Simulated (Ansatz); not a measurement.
F₂Sn, SMILES `[F][Sn][F]`. Total charge 0; spin multiplicity 1. Correlated methods include outer-core shells of Sn, which these sets cover unevenly. Sn takes the def2 core potential.

```xyz
3

F    -1.366   -0.365   -0.490
Sn   -0.061    0.791    0.344
F     1.427   -0.426    0.146
```

(1) Give the diagnostics of a CCSD(T)/def2-TZVPP run (frozen core, the Gaussian-basis code of Ansatz). (Estimate.)

## Answers

(1) The calculation gave: T1 = 0.0171, largest single amplitude 0.047, largest double 0.069, (T) share of the correlation energy 2.9 %, 11 CCSD cycles. The RHF solution is stable towards an unrestricted one. T1 lies under the customary mark of 0.02 for closed shells.
